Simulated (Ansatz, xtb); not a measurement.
## Relaxing a trial structure of CHBNSe+

The starting geometry of this gas-phase triplet was built from a drawn formula by distance geometry and a force field; its bonds are those of `[C]=[N+]1B[Se]1`.

```xyz
5

C    -2.9529   -0.5063   -2.8361
B    -1.5315    1.8996   -2.9953
N    -2.4353    0.5877   -2.5220
Se   -2.3224    1.9889   -1.2912
H    -0.9909    2.4567   -3.8822
```

Question: Predict what becomes of its bonds when it is optimised with r2SCAN-D4/def2-SVP.

Answer: A bond breaks, giving a structure given below by its coordinates. Distances that change by over a tenth: B2–N3 (1.66 → 1.39 Å). Contacts that open: N3–Se4 (1.87 → 2.95 Å).

The energy falls by 2.97 eV over 11 steps:

```tsv
step	E − E(last) (eV)
1	2.969
2	1.890
3	0.754
4	0.261
5	0.061
7	0.005
8	0.001
9	0.000
10	0.000
11	0.000
```

Final geometry (Å):

```xyz
5

C    -2.8603   -0.6480   -3.1050
B    -1.7841    1.6921   -2.8294
N    -2.3683    0.4390   -2.9586
Se   -2.0964    2.6363   -1.0164
H    -1.1239    2.3074   -3.6173
```

From the same start GFN2-xTB reaches the same bonding as this run.

No frequencies were run, so the end isn't proven a minimum. Open shells are spin-unrestricted. The triplet needn't be the ground state. Run with Ansatz 0.2.0, 5.1 min on 1 thread of AMD EPYC (Zen 3) (shared host).
